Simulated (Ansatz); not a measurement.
Harmonic frequencies (cm⁻¹) at PBE0-D4/def2-TZVP from Ansatz: 126, 158, 272, 347, 386, 470, 576, 693, 879, 968, 982, 1010, 1054, 1070, 1117, 1205, 1257, 1494, 1771, 2578, 2660, 2673, 3071, 3142.

Each molecule was computed in one conformer, which needn't be the lowest.

(1) Which molecule is it?
A. `BC1=C(C)S1`
B. `BC1=C(S)C1`
C. `B[SiH2]OBF`
D. `O/C=N/[SiH3]`

## Answers

(1) B.
